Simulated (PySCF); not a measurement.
Gas-phase reaction: 2 AgBr + 2 H → 2 AgH + Br2

Method: PySCF energies plus ideal-gas RRHO corrections (1 bar). † marks an energy on the PBE0/def2-TZVP geometry and frequencies; other levels use their own. MP2 and CCSD(T) freeze the core. Open shells (unrestricted): H (multiplicity 2); the rest are closed-shell singlets. Ag: scalar-relativistic def2 core potential, no spin-orbit coupling. Br: all electrons, no relativistic terms. MP2 isn't extrapolated to the basis-set limit. CCSD(T) isn't extrapolated to the basis-set limit. Warning, large T1 diagnostic: AgH (CCSD(T)/def2-SVP†).

| level | ΔH°(298 K), kJ |
|---|---|
| BLYP/def2-TZVP† | (withheld) |
| CCSD(T)/def2-SVP† | (withheld) |
| MP2/def2-SVP† | -9 |
| PBE/def2-SVP | -120 |
| PBE0/def2-SVP† | -72 |
| ωB97X-V/def2-TZVP† | (withheld) |

Problem. Fill in the missing entries.

Solution. 
- BLYP/def2-TZVP†, ΔH°(298 K), kJ: -157
- CCSD(T)/def2-SVP†, ΔH°(298 K), kJ: -56
- ωB97X-V/def2-TZVP†, ΔH°(298 K), kJ: -72
